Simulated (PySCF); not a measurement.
## Dipole moment and polarisability of `CO[SiH](NC=O)OC`

C3H9NO3Si.
Structure used (GFN2-xTB), in Å, numbered top down from 1:
```xyz
17
C3H9NO3Si angstrom
C     -2.6447   -1.0378    0.3402
O     -1.7769   -0.1013   -0.2289
Si    -0.3455    0.3528    0.3633
N      0.1576    1.3994   -0.9532
C      1.3735    1.9555   -0.9444
O      2.1920    1.7623   -0.0768
O      0.5407   -0.9781    0.5420
C      1.8620   -1.1747    0.9862
H     -3.4374   -1.2430   -0.3792
H     -3.0814   -0.6396    1.2580
H     -2.1155   -1.9613    0.5759
H     -0.4401    1.1443    1.5852
H     -0.4699    1.6297   -1.7055
H      1.5847    2.6123   -1.8091
H      2.2665   -2.0365    0.4545
H      2.4706   -0.2938    0.7890
H      1.8568   -1.3782    2.0585
```

Level: wB97X-D/def2-SVPD (PySCF), static field, nuclei fixed, core orbitals frozen in the response. The polarisability tensor in these axes (au):

```
x   87.08  5.63  2.22
y    5.63 73.86 -7.25
z    2.22 -7.25 70.81
```

What are the eigenvalues, a third of the trace, and Δα (Δα² = ½Σ(αi − αj)² over the three pairs)?

Principal values 63.71, 78.88 and 89.17 au; mean 77.25 au = 11.45 Å³ = 12.74 × 10⁻⁴⁰ C²·m²/J; Δα = 22.18 au (29 % of the mean).

What is the dipole moment, and where does it point?

(-2.12, -0.45, -0.90) D, 2.35 D in size, pointing from the negative to the positive side. Measured along this direction, the outermost atoms are H16 at the negative end and H9 at the positive end.

Directions of the eigenvectors, and the extent of the frame along each?

Largest value along (0.93, 0.36, -0.03), where the nuclei span 6.32 Å; middle along (0.28, -0.68, 0.68), 5.41 Å; least along (-0.22, 0.65, 0.73), 3.49 Å. The response follows the extents in order.

Find the Langevin capture rate constant for O2+ (31.990 u) meeting this molecule (135.035 u), k = 2.342 × 10⁻⁹ cm³/s × √(α in Å³ / reduced mass in u).

The reduced mass is 25.86 u, so k = 1.56 × 10⁻⁹ cm³/s. The formula leaves out the permanent dipole, which adds to the capture rate.

Form Σ f/ω² (atomic units) for the 8 lowest TDDFT singlets, given as eV and f, and set it beside the mean polarisability, which is this sum over all singlets: 5.73, 0.0006; 7.30, 0.1240; 7.80, 0.0087; 7.90, 0.0780; 8.07, 0.0081; 8.15, 0.0142; 8.41, 0.0273; 8.51, 0.0440.

They add up to 3.75 au, 4.9 % of the 77.25 au; the largest single term is 1.72 au, from the state at 7.30 eV. Terms in order: 0.01, 1.72, 0.11, 0.93, 0.09, 0.16, 0.29, 0.45 au. Higher excitations give the rest. The strengths listed sum to 0.305.

What are the principal values of the traceless quadrupole moment, Θ = ½Σq(3rr − r²1), about the centre of nuclear charge?

-10.34, -0.74, 11.07 D·Å. The values depend on the origin, since the dipole doesn't vanish. The electronic extent ⟨r²⟩ about the same centre is 1290 bohr², a root-mean-square distance of 2.24 Å for the 72 electrons.

What depolarisation ratio follows for Rayleigh scattering of linearly polarised light, taking the static tensor?

ρ = 3Δα²/(45ᾱ² + 4Δα²) = 1476.3/(268541 + 1968.4) = 0.00546.

Isolated species at its GFN2-xTB geometry (one conformer only).

These values come from a run that also computed excited states. Hardware: Arm Neoverse V1, one thread, shared host with 32 logical CPUs at a one-minute load of 27. Cost: 83 s wall, 1.0 GiB resident at most.
